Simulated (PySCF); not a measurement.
Input file for PySCF: R-MP2/6-31G* on HF (SMILES F) with ghost functions, monomers drawn apart or pushed together.

```python
from pyscf import gto, scf, dft, mp
from pyscf.data.elements import chemcore

mol = gto.M(
    atom='''
    F    -0.08209952    0.19386140   -0.50397270
    H    -0.06940098    0.09894462    0.41765146
    ghost-H   -0.09382464   -0.44001944    2.11303740
    ghost-H    0.00520102    0.29631836    2.18357345
    ''',
    basis='6-31g*',
    cart=True,
    charge=0, spin=0, verbose=3, max_memory=1800)
mf = scf.RHF(mol)
mf.conv_tol = 1e-8
mf.max_cycle = 100
mf.kernel()
if not mf.converged:
    mf = mf.newton().run(mf.mo_coeff, mf.mo_occ)
pt = mp.MP2(mf, frozen=chemcore(mol)).run()
```

It printed:

```
converged SCF energy = -100.003078840109
E(RMP2) = -100.18283679675  E_corr = -0.179757956640426
E(SCS-RMP2) = -100.176673376154  E_corr = -0.173594536044768
```

The calculation finished and met its thresholds.

Cost: around 0.17 core-seconds (rough).
